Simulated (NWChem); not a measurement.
CH$_{3}$I$_{2}$In; SMILES [CH3][In]([I])[I]

Not confirmed as a minimum by frequencies. def2 effective core potentials on In, I; no spin-orbit coupling.

### Question
Give the equilibrium geometry at PBE0/def2-SVP with def2 effective core potentials on In, I (NWChem) as a list of bonds and angles, with the point group.

### Answer
point group C1; any orientation.
Bonds (Å): In1–I2 2.680, In1–I3 2.680, In1–C4 2.150, C4–H5 1.098, C4–H6 1.099, C4–H7 1.098. Angles (°): I2–In1–I3 114.1, I2–In1–C4 123.0, I3–In1–C4 122.9, In1–C4–H5 109.2, In1–C4–H6 108.3, In1–C4–H7 109.4, H5–C4–H6 109.5, H5–C4–H7 110.7, H6–C4–H7 109.8.
